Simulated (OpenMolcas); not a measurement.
**Mn2+ in a point-charge field**

Mn2+ among 4 point charges of -2.5 e arranged as a tetrahedron (Td), 2.21 Å from the ion.
```
   1.2759    1.2759    1.2759  -2.50
   1.2759   -1.2759   -1.2759  -2.50
  -1.2759    1.2759   -1.2759  -2.50
  -1.2759   -1.2759    1.2759  -2.50
```

- Program: OpenMolcas
- Method: SS-CASPT2, IPEA 0.25 Eh, imaginary shift 0.1 Eh (closed shells correlated: 3s 3p)
- Basis: ANO-RCC-VDZP [5s4p2d1f]
- Scalar Hamiltonian: DKH2, point nucleus
- Active space: 5 electrons in 5 orbitals (3d)
- State averaging: 2S+1 = 6 even, 1 root; 2S+1 = 4 even, 24 roots; 2S+1 = 2 even, 75 roots
- Spin-orbit coupling: RASSI with atomic mean-field integrals over the reference wave functions

The lowest spin-free states (labels of Td), above the lowest:

```tsv
State	Degeneracy	E (cm-1)	Free-ion L (%)
6A1	1	0	S (100)
4T1	3	28110	G (94)
4T2	3	28210	G (100)
4E	2	28260	G (100)
4A1	1	28470	G (100)
4T1	3	31380	P (94)
4T2	3	33890	D (99)
4E	2	33920	D (100)
2T1	3	41120	I (98)
2T2	3	41130	I (96)
2T2	3	41130	I (99)
2A2	1	41200	I (97)
2E	2	41310	I (100)
2A1	1	41370	I (100)
2E	2	43520	D (96)
2T2	3	43550	D (69)
2T1	3	44710	F (97)
2A2	1	44900	F (97)
2T2	3	45680	F (68)
4A2	1	46000	F (100)
```

The lowest levels with spin-orbit coupling:

```tsv
E (cm-1)	Degeneracy	Label	2S+1	g
0	6		6	
28090	4	Γ8	4	
28090	2	Γ6	4	2.72 2.72 2.72
28110	2	Γ7	4	2.49 2.49 2.49
28120	4	Γ8	4	
28190	2	Γ6	4	2.83 2.83 2.83
28200	4	Γ8	4	
28210	4	Γ8	4	
28220	2	Γ7	4	0.96 0.96 0.96
28260	2	Γ7	4	1.14 1.14 1.14
28260	4	Γ8	4	
28260	2	Γ6	4	2.56 2.56 2.56
28470	4	Γ8	4	
31280	4	Γ8	4	
31280	2	Γ7	4	2.62 2.62 2.62
31320	4	Γ8	4	
31360	2	Γ6	4	2.67 2.67 2.67
33830	2	Γ7	4	4.34 4.34 4.34
33890	4	Γ8	4	
33930	2	Γ6	4	1.95 1.95 1.95
```

Powder χT (cm3 K/mol): 4.39 at 2 K, 4.39 at 10 K, 4.39 at 50 K, 4.39 at 100 K, 4.39 at 200 K, 4.39 at 300 K. The effective moment at 300 K is 2.828 √(χT) = 5.92 μB.

The lowest level has 2S+1 = 6, for which the spin-only value is χT = S(S+1) / 2 = 4.375 cm3 K/mol (g = 2). The computed 4.386 at 300 K differs by +0.011, little more than the free-electron g of 2.0023 accounts for.

Roots that are degenerate in the reference are averaged as groups; the widest CASPT2 spread within a group is 300 cm-1 (the 3-fold group of multiplicity 2 near 41100 cm-1 above the lowest state of its run). Shifts and gaps below about the spread of the groups concerned are not significant. Free-ion shares, where given, are those of the reference states; single-state CASPT2 does not remix them. This is an electrostatic model: the charges have no orbitals. No measured value stands beside these numbers.
